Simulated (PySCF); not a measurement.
Orbital energies and ionisation energy

Species: C6H7F3Si.
Numbering: `[F:1][C:2]([F:3])=[C:4]([F:5])/[CH:6]=[CH:7]/[C@@H:8]1[CH2:9][SiH2:10]1` (hydrogens: H11 on C6; H12 on C7; H13 on C8; H14, H15 on C9; H16, H17 on Si10)

Cartesian coordinates in Å at the PBE0-D3(BJ)/def2-SVP level; atoms count from 1:
```xyz
17
C6H7F3Si angstrom
F      3.7168    0.2581    1.9636
C      3.6063   -0.1772    0.7294
F      4.7665   -0.4490    0.1895
C      2.4256   -0.3140    0.1073
F      2.4439   -0.7659   -1.1505
C      1.1398   -0.0172    0.6901
C     -0.0211   -0.1806    0.0281
C     -1.3492    0.1269    0.5648
C     -2.5657   -0.6846    0.0756
Si    -2.6136    1.0855   -0.4686
H      1.1515    0.3553    1.7179
H      0.0225   -0.5610   -0.9994
H     -1.3607    0.3739    1.6336
H     -3.2534   -1.0370    0.8514
H     -2.3495   -1.4553   -0.6731
H     -2.2643    1.4086   -1.8728
H     -3.5108    2.0443    0.2217
```

Level: PBE0/def2-SVPD (PySCF). Frontier orbitals with their largest atomic shares (Löwdin; up to four atoms above 4 %):

```tsv
orbital	ε (eV)	main atoms
HOMO−3	-9.93	C8 21 %, C7 18 %, C9 12 %, C6 12 %
HOMO−2	-8.62	C9 18 %, C6 15 %, C4 14 %, C8 10 %
HOMO−1	-7.56	C9 23 %, Si10 20 %, C8 15 %, C4 8 %
HOMO	-6.06	?
LUMO	-0.93	C7 22 %, C6 16 %, C2 15 %, Si10 11 %
LUMO+1	0.07	Si10 33 %, C9 14 %, H16 10 %, H17 10 %
LUMO+2	0.52	Si10 30 %, H17 12 %, C9 9 %, H16 8 %
```

Q: What vertical ionisation energy does ΔSCF give, and how far is −ε(HOMO) from it?

A: ΔSCF: 7.72 eV (745 kJ/mol; threshold wavelength 161 nm); ⟨S²⟩ of the doublet left behind is 0.765, against 0.75 for a pure doublet. −ε(HOMO) is 6.06 eV, 1.66 eV below it. For the exact functional −ε(HOMO) would equal the first vertical ionisation energy; PBE0 (global hybrid, 25 % exact exchange) falls short of its own ΔSCF value by 22 %. Holes in the HOMO−1 and HOMO−2 were tried too where these lie within 1.2 eV of the HOMO; the lowest converged state counts.

Q: On which atoms does the HOMO lie?

A: C2 (=CF2 carbon) 15 %, C7 (alkene CH carbon) 15 %, C6 (alkene CH carbon) 15 %, C4 (vinylic C–F carbon) 11 %, so no atom holds as much as 40 %. The HOMO−1 lies 1.50 eV lower.

Q: With α = 118.4 au, estimate the like-pair dispersion coefficient by London's formula C6 = (3/4)α²I.

A: I = 0.2836 Eh, so C6 ≈ 2980 au, a rough estimate.

Q: How many of the 10 lowest singlet excitations (vertical TDDFT, same level) lie below the ionisation energy?

A: All 10; they run from 4.80 to 6.67 eV.

Q: Shift the occupied levels rigidly so that −ε(HOMO) equals the ΔSCF value. What binding energies result?

A: The shift is +1.66 eV: HOMO 7.72, HOMO−1 9.22, HOMO−2 10.28, HOMO−3 11.59 eV. A rigid shift is only a rough guide to the deeper ionisations.

Q: What kinetic energy would electrons from this vertical process carry with He I light (21.218 eV)?

A: 21.22 − 7.72 = 13.50 eV.

One conformer (not necessarily the lowest) at the PBE0-D3(BJ)/def2-SVP geometry, without solvent, vibrations or thermal averaging.
